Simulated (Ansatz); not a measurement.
`Br[C]1=[CH][AlH]1` and `F[C]1=[CH][AlH]1` differ in one atom or group.

Ansatz, PBE0-D4/def2-TZVP geometries, multiplicity 1. 

Scalar relativity is left out up to krypton.

| property | `Br[C]1=[CH][AlH]1` |
| --- | --- |
| HOMO–LUMO gap (PBE0/def2-TZVPP) / eV | 5.84 |
| HOMO energy (PBE/def2-TZVPP) / eV | -5.83 |
| LUMO energy (PBE/def2-TZVPP) / eV | -1.87 |
| zero-point energy (PBE0-D4/def2-TZVP) / kJ/mol | 71.9 |
| size of the dipole moment (B3LYP/def2-TZVPP) / D | 2.77 |
| size of the dipole moment (ωB97M-V/def2-TZVPP) / D | 2.85 |

**Question.** What does the change do to each property? (Best estimate.)

**Answer.** The calculation gave: 
```csv
property,`F[C]1=[CH][AlH]1`,shift
HOMO–LUMO gap (PBE0/def2-TZVPP) / eV,6.37,0.53
HOMO energy (PBE/def2-TZVPP) / eV,-6.07,-0.24
LUMO energy (PBE/def2-TZVPP) / eV,-1.73,0.14
zero-point energy (PBE0-D4/def2-TZVP) / kJ/mol,76.8,4.9
size of the dipole moment (B3LYP/def2-TZVPP) / D,2.27,-0.50
size of the dipole moment (ωB97M-V/def2-TZVPP) / D,2.34,-0.51
```

With PBE0 the HOMO falls by 0.39 eV and the LUMO rises by 0.14 eV, so the gap widens by about 0.53 eV. PBE moves the HOMO by -0.24 eV and ωB97M-V by -0.51 eV. Dipoles are sizes alone; their direction can turn.

B3LYP here is the variant with VWN-RPA as its local correlation; programs differ in this.

Spin–orbit coupling is left out; it splits and shifts lone-pair levels of the heavy atoms by tenths of an eV.
